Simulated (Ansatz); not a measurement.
`SBBCl` + NH₃ → `NBS` + `BCl`  (cleavage of the B–B bond)

Computed with Ansatz on PBE0-D4/def2-TZVP structures; ΔE is electronic, products minus reactants. CCSD(T)/CBS is the MP2 limit (def2-TZVPP, def2-QZVPP) plus CCSD(T) − MP2 in def2-TZVPP, frozen cores. This one scheme is used for every species. DFT in def2-TZVPP. Each species was taken in one conformer, which may not be the lowest.

CCSD(T)/CBS gives -1.25 eV.

**Question.** Another level gave -1.27 eV. Which?
A. HF/def2-TZVPP
B. SCS-MP2/def2-TZVPP
C. BLYP/def2-TZVPP
D. PBE-D4/def2-TZVPP

**Answer.** C. BLYP -1.27, SCS-MP2/def2-TZVPP -1.33, PBE-D4 -1.18, HF/def2-TZVPP -1.40 eV.

**Question.** What do rigid-rotor, harmonic-oscillator terms from PBE0-D4/def2-TZVP frequencies (298.15 K, 1 bar) make of the CCSD(T)/CBS value? (Estimate.)

**Answer.** Ansatz gave: ΔZPE = +0.01 eV, ΔH = -1.27 eV, ΔS = -2 J/(mol·K), ΔG = -1.26 eV.

Largest T1 diagnostic among the species: 0.015.

From BLYP to BHLYP (50 % exact exchange), in def2-TZVPP and without D4, ΔE moves by −0.09 eV. In def2-TZVPP, CCSD(T) changes the Hartree–Fock value by +0.14 eV (the triples alone add +0.02 eV) and MP2 by +0.08 eV. At CCSD(T), def2-SVP lies −0.16 eV from the extrapolated value and def2-TZVPP −0.02 eV.
